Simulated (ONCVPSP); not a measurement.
**u(r) = r·R(r): atom against pseudo-atom (Sb (Z = 51))**

Columns: radius, all-electron u(r) and pseudo u(r) of the 4s shell (level -152.69 eV) of antimony in the configuration [Ar] 3d10 4s2 4p6 4d10 5s2 5p2.5; PBEsol, scalar-relativistic, ONCV scheme, ONCVPSP 4.0.1.

| r (bohr) | all-electron | pseudo |
| --- | --- | --- |
| 0.060 | 0.3822 | 0.0430 |
| 0.120 | 0.2505 | 0.0998 |
| 0.180 | -0.4201 | 0.1810 |
| 0.240 | -0.7431 | 0.2919 |
| 0.300 | -0.6215 | 0.4317 |
| 0.360 | -0.2418 | 0.5925 |
| 0.420 | 0.2151 | 0.7622 |
| 0.480 | 0.6320 | 0.9257 |
| 0.540 | 0.9550 | 1.0683 |
| 0.600 | 1.1710 | 1.1779 |
| 0.660 | 1.2875 | 1.2464 |
| 0.720 | 1.3235 | 1.2715 |
| 0.780 | 1.2994 | 1.2554 |
| 0.840 | 1.2342 | 1.2042 |
| 0.900 | 1.1433 | 1.1263 |
| 0.960 | 1.0392 | 1.0312 |
| 1.020 | 0.9303 | 0.9274 |
| 1.080 | 0.8229 | 0.8221 |
| 1.140 | 0.7208 | 0.7206 |
| 1.200 | 0.6263 | 0.6261 |
| 1.260 | 0.5405 | 0.5404 |
| 1.320 | 0.4639 | 0.4637 |
| 1.380 | 0.3962 | 0.3961 |
| 1.440 | 0.3369 | 0.3368 |
| 1.500 | 0.2856 | 0.2855 |
| 1.560 | 0.2414 | 0.2413 |

Q: How many radial nodes do the two functions have?

A: The all-electron 4s function has n − l − 1 = 3 (the table is too coarse to show those close to the nucleus); the pseudo-wave has 0, since the states of the same l below it are removed with the core.

Q: At about which radius was the pseudo-wave matched?

A: 1.20 bohr, where the columns begin to agree (steps of 0.06 bohr).

Q: Is the pseudo-wave norm-conserving?

A: Yes: the ONCV scheme keeps the norm inside the radius equal to the all-electron one, which fixes the energy derivative of the logarithmic derivative at the level.
